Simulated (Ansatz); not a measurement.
ClH₃O₃Zr, SMILES [OH][Zr]([Cl])([OH])[OH], multiplicity 1.

Geometry optimised at B3LYP-D3(BJ)/def2-SVP. The spin state was assumed, not searched. The structure was generated by enumeration; whether it is a known compound was not checked. The def2 effective core potentials stand for the cores of Zr; spin–orbit coupling is left out. Other conformers were not sampled.

Two levels are set side by side: PBE/def2-SVPD (Ansatz, a program for electronic structure) and PBE0/def2-SVPD (Ansatz). Energy differences of separate SCF runs at the same geometry; the states with an electron removed or added have multiplicity 2 and 2. Differences are taken from unrounded values.

```csv
quantity,PBE
vertical ionisation energy (eV),10.17
vertical singlet–triplet gap (eV),6.20
```

Q: These are the PBE values. What does PBE0 give? (Estimate from the structure and the level; the computed values follow.)

A: 
| quantity | PBE0 | PBE minus PBE0 |
|---|---|---|
| vertical ionisation energy (eV) | 10.81 | -0.64 |
| vertical singlet–triplet gap (eV) | 6.65 | -0.45 |
